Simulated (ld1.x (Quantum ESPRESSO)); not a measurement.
What one change does to a pseudopotential (manganese, RRKJ)

```json
{"Element": "Mn (Z = 25)", "Generator": "ld1.x (Quantum ESPRESSO) 7.5", "Type": "norm-conserving RRKJ (Kleinman–Bylander form)", "Functional": "PBE", "Relativity": "scalar-relativistic", "Frozen core": "[Ne] 3s2", "Valence charge": "13", "Reference configuration": "3p6 3d5 4s2 4p0", "Partial waves": "3p (bound): rc 1.10 bohr; 3d (bound): rc 1.90 bohr; 4s (bound): rc 2.75 bohr", "Local potential": "the s channel", "Core correction": "none", "rho0": "0.01"}
```

Change: fully relativistic.

Cutoffs: the cutoffs (Ry, on a coarse ladder) from which the occupation-weighted sum of valence levels, in a spherical-Bessel basis at the reference potential, stays within 10 and 1 mRy of its value at 400 Ry; they do not see the model core or the augmentation charge, which bear on the density cutoff. Errors are all-electron minus pseudo energies relative to the spin-unpolarised reference configuration.

Question: How do hardness, ghosts and transferability respond?

Answer: The potential gets neither clearly harder nor softer (100 Ry and 140 Ry → 100 Ry and 140 Ry); of the 6 tests that both files solve, the error grows in 1 and shrinks in 1 by more than 15 % and 0.3 meV (median size 142.4 → 143.6 meV); neither file shows a bound ghost at the reference potential, the only one tested.

| quantity | base | changed |
| --- | --- | --- |
| cutoff, loose | 100 Ry | 100 Ry |
| cutoff, tight | 140 Ry | 140 Ry |
| bound ghosts | none | none |
| tests counted (converged, no solver errors) | 6 of 7 | 6 of 7 |
| error for 3p6 3d5 4s1 4p0, meV [ΔE 8.42 eV] | +0.4 | +1.2 |
| error for 3p6 3d5 4s0 4p0, meV [ΔE 24.01 eV] | -9.4 | -7.3 |
| error for 3p6 3d4 4s0 4p0, meV [ΔE 56.53 eV] | -122 | -119 |
| error for 3p6 3d3 4s0 4p0, meV [ΔE 107.30 eV] | +163 | +169 |
| error for 3p6 3d4 4s2 4p1, meV [ΔE 7.80 eV] | -894 | -895 |
| error for 3p6 3d5 4s1 4p1, meV [ΔE 3.86 eV] | -605 | -604 |
| s: phases at 3.00 bohr within 0.05 rad from the reference energy up to (Ry; the scan ends near 5) | 1.7 | 1.7 |

Base: Tests not counted: 3p6 3d5 4s1.5 4p0 (an occupied level unbound or not found, printed error +0.1 meV). These tests converged, but a pseudo level misses the all-electron one widely, so the file describes the atom poorly there or has found another state: 3p6 3d4 4s0 4p0: empty 4p by 2.9 eV; 3p6 3d3 4s0 4p0: empty 4p by 4.5 eV. ld1.x printed “convergence not achieved” for 3 of the counted tests; their residual had stalled under 1e-8, short of the target of 1e-14. Changed file: Tests not counted: 3p6 3d5 4s1.5 4p0 (an occupied level unbound or not found, printed error +0.4 meV). These tests converged, but a pseudo level misses the all-electron one widely, so the file describes the atom poorly there or has found another state: 3p6 3d4 4s0 4p0: empty 4p by 2.9 eV; 3p6 3d3 4s0 4p0: empty 4p by 4.6 eV. ld1.x printed “convergence not achieved” for 3 of the counted tests; their residual had stalled under 1e-8, short of the target of 1e-14.
